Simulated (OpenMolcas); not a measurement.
Cu2+ in a point-charge field

Cu2+ among 4 point charges of -2.5 e arranged as a tetrahedron (Td), 1.86 Å from the ion.
```
   1.0739    1.0739    1.0739  -2.50
   1.0739   -1.0739   -1.0739  -2.50
  -1.0739    1.0739   -1.0739  -2.50
  -1.0739   -1.0739    1.0739  -2.50
```

* Program: OpenMolcas
* Method: CASSCF
* Basis: ANO-RCC-VDZP [5s4p2d1f]
* Scalar Hamiltonian: DKH2, point nucleus
* Active space: 9 electrons in 5 orbitals (3d)
* State averaging: 2S+1 = 2 even, 5 roots
* Spin-orbit coupling: state interaction with AMFI integrals over the reference wave functions

The lowest spin-free states (labels of Td), above the lowest:

| State | Degeneracy | E (cm-1) | Free-ion L (%) |
| --- | --- | --- | --- |
| 2T2 | 3 | 0.0 | D (100) |
| 2E | 2 | 1755 | D (100) |

The lowest levels with spin-orbit coupling:

```json
{"E (cm-1)": "0.0", "Degeneracy": "2", "Label": "Γ7", "2S+1": "2", "g": "1.98 1.98 1.98"}
{"E (cm-1)": "697.7", "Degeneracy": "4", "Label": "Γ8", "2S+1": "2", "g": ""}
{"E (cm-1)": "3150", "Degeneracy": "4", "Label": "Γ8", "2S+1": "2", "g": ""}
```

Powder χT (cm3 K/mol): 0.373 at 2 K, 0.392 at 10 K, 0.488 at 50 K, 0.609 at 100 K, 0.842 at 200 K, 1.03 at 300 K. The effective moment at 300 K is 2.828 √(χT) = 2.87 μB.

The lowest level has 2S+1 = 2, for which the spin-only value is χT = S(S+1) / 2 = 0.375 cm3 K/mol (g = 2). The computed 1.030 at 300 K differs by +0.655, through orbital momentum, spin-orbit coupling and any other state in reach. With a threefold ground state the orbital momentum is unquenched, so the spin-only value is not expected to hold.

The gap between the two states is 10Dq = -1755 cm-1 (negative for this site).

An orbital triplet at a regular site is open to Jahn-Teller coupling, which can distort the site and quench the lowest spin-orbit gaps and is left out. The ground term spreads over less than 5000 cm-1, several times less than with real ligands, so orbital moments are less quenched and χT lies further from the spin-only value than at real sites. Point charges carry no covalency, so the field is a model and not that of real ligands. No measured value stands beside these numbers.
